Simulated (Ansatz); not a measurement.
Harmonic frequencies (cm⁻¹) at PBE0-D4/def2-TZVP from Ansatz: 107, 138, 154, 165, 174, 217, 332, 521, 620, 656, 686, 710, 778, 858, 876, 905, 1271, 1278, 1440, 1443, 1449, 1456, 2151, 2206, 3046, 3050, 3130, 3132, 3143, 3145.

**Question.** Which molecule is it?
A. `C[SiH](C)[TeH]`
B. `CN(C#N)CF`
C. `C[SiH2][Te]C`
D. `CC[Te][SiH3]`

**Answer.** A.
